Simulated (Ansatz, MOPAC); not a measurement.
Pair of molecules: SiH4 (SMILES [SiH4]) (first 5 atoms) with CH3Cl (SMILES CCl); geometry from B3LYP-D3(BJ)/def2-TZVP, rigid monomers moved along the line of their centres of mass till Si1···Cl7 is 4.17 Å.
(charge 0, multiplicity 1):
| atom | x (Å) | y (Å) | z (Å) |
|---|---|---|---|
| Si | -0.0443 | -0.1828 | 0.2092 |
| H | 1.4316 | -0.1288 | 0.2523 |
| H | -0.4952 | -0.2017 | -1.2028 |
| H | -0.6176 | 1.0063 | 0.8782 |
| H | -0.5296 | -1.4079 | 0.8827 |
| C | -0.9395 | -0.2079 | 4.5446 |
| Cl | 0.8351 | -0.1420 | 4.2858 |
| H | -1.1277 | -0.1968 | 5.6138 |
| H | -1.3846 | 0.6592 | 4.0664 |
| H | -1.3140 | -1.1234 | 4.0974 |

Monomers are frozen at their geometry in the pair; levels with a basis set take the counterpoise correction.

Correlated levels freeze the cores. The state that AM1 reach isn't checked.

Run with Ansatz (a program for electronic structure); MOPAC for AM1 (differences of heats of formation). 

Question: One of these levels gives -1.10 kcal/mol for the interaction energy. Name it.
A. MP2/aug-cc-pV(D+d)Z
B. AM1
C. PBE0/def2-TZVPPD

Answer: A, MP2/aug-cc-pV(D+d)Z. The others give -0.12 (AM1), -0.51 (PBE0/def2-TZVPPD)
